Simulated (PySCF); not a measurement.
GeH₅NTe, SMILES N[Te][GeH3]. Geometry: PBE-D3(BJ)/def2-SVP. The structure was generated by enumeration, and PubChem lists no compound with its InChIKey, so it may never have been made. The def2 effective core potentials stand for the cores of Te; spin–orbit coupling is left out. The values are those of a single conformer.

Computed with PBE-D3(BJ)/def2-SVP (PySCF).

Harmonic wavenumbers (cm⁻¹): 100, 107, 227, 232, 466, 483, 501, 764, 796, 834, 848, 934, 1493, 2060, 2084, 2084, 3379, 3484. Rotational constants (GHz): 6.942, 1.456, 1.231; symmetry number 1.

Task: Work out the zero-point energy and the ideal-gas rigid-rotor harmonic-oscillator thermochemistry at 298.15 K and 1 atm.

Result: ZPE = ½ Σ hcν = ½ × 20875 cm⁻¹ = 29.84 kcal/mol. H − E(el) = 34.44 kcal/mol. Entropy in cal/(mol K): translation 42.06, rotation 27.65, vibration 13.58, total 83.29. G − E(el) = 9.61 kcal/mol. Cp = 22.39 cal/(mol K). Modes under 150 cm⁻¹ make the vibrational entropy uncertain.
